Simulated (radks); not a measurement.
Task: Cs+, configuration [Xe]. Method: scalar-relativistic Kohn-Sham, PBE, spin-polarised, spherical densities, point nucleus; computed with a radial shooting solver on a logarithmic mesh with Libxc functionals. Some entries of the table are withheld. Estimate them.

orbital,occ.,eigenvalue (eV),<r> (bohr)
1s,2,-35805.41,0.02611
2s,2,-5620.852,0.1121
2p,6,-5042.536,0.09821
3s,2,(1),0.2990
3p,6,(2),0.2970
3d,10,-713.5810,0.2736
4s,2,-225.5372,0.6947
4p,6,-166.0543,(3)
4d,10,(4),(5)
5s,2,-31.9384,1.738
5p,6,-18.6703,2.071

Result: 
(1) 3s eigenvalue (eV): -1172.703
(2) 3p eigenvalue (eV): -986.6224
(3) 4p <r> (bohr): 0.7394
(4) 4d eigenvalue (eV): -79.4883
(5) 4d <r> (bohr): 0.8366
